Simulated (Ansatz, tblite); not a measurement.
Spin states of Ga₄F₅⁺ (the lowest singlet isomer of a short search), each relaxed with PBE0-D4/def2-SVP in Ansatz. Electronic energies in the gas phase.

The xTB rows come from tblite. LC-ωPBE has ω = 0.4 bohr⁻¹. Correlated methods freeze 41 core orbitals; core or outer-core shells of Ga are correlated, in sets that lack core-valence functions. The structure comes from a short search, and lower isomers may exist.

Singlet geometry (C3v within 0.1 Å):

```xyz
9

Ga    2.295    1.268    0.556
Ga    0.714   -2.169    1.404
Ga   -1.258    1.096    2.098
Ga   -0.539   -0.060   -1.249
F     0.647    0.072    1.501
F    -1.219   -0.136   -2.826
F     1.041    0.844   -1.077
F    -1.552    0.739    0.046
F    -0.129   -1.653   -0.453
```

Triplet geometry:

Cartesian coordinates in Å:
```
Ga 1.720 -1.576 1.894
Ga -1.916 -0.484 1.000
Ga -1.530 2.137 0.787
Ga 0.524 0.161 -1.262
F -0.304 -0.928 1.853
F 0.887 0.183 -2.938
F 1.650 -0.562 -0.061
F 0.026 1.764 -0.494
F -1.058 -0.693 -0.779
```

Quintet geometry (Cs within 0.1 Å):

```
atom   x (Å)   y (Å)   z (Å)
 Ga1   1.378   0.460  -1.661
 Ga2  -1.721   0.016  -1.381
 Ga3   0.177  -1.973  -1.196
 Ga4   0.125   0.067   1.491
  F5  -0.360   1.232  -2.023
  F6   0.204   0.539   3.130
  F7   1.298   0.837   0.269
  F8   0.311  -1.625   0.859
  F9  -1.413   0.447   0.513
```

⟨S²⟩: triplet 2.01 at PBE0-D4/def2-TZVP (pure 2.00), quintet 6.01 at PBE0-D4/def2-TZVP (pure 6.00).

Run but left out: GFN2-xTB (tight binding far off the other levels).

Only these spin states were relaxed. The triplet has other bonds than the singlet, so the gap mixes isomer and spin. The quintet has other bonds than the singlet, so the gap mixes isomer and spin.

Problem. Estimate which spin state lies lowest at each of these levels, and by how much: GFN1-xTB; PBE-D4/def2-TZVP; r2SCAN-D4/def2-TZVP; PBE0-D4/def2-TZVP; LC-ωPBE/def2-TZVP; B2PLYP/def2-TZVP.

Solution. 
| level | triplet − singlet (kJ/mol) | quintet − singlet (kJ/mol) | lowest of these |
| --- | --- | --- | --- |
| GFN1-xTB | 470.1 | 993.6 | singlet |
| PBE-D4/def2-TZVP | 268.7 | 573.5 | singlet |
| r2SCAN-D4/def2-TZVP | 225.4 | 489.9 | singlet |
| PBE0-D4/def2-TZVP | 246.2 | 535.3 | singlet |
| LC-ωPBE/def2-TZVP | 220.9 | 496.6 | singlet |
| B2PLYP/def2-TZVP | 265.9 | 582.3 | singlet |

Change of the quintet − singlet gap on mixing in exact exchange, in kJ/mol: PBE to PBE0 (25 % exact exchange) -38.2. The xTB methods have no term that favours high spin, so they put low spin too low.
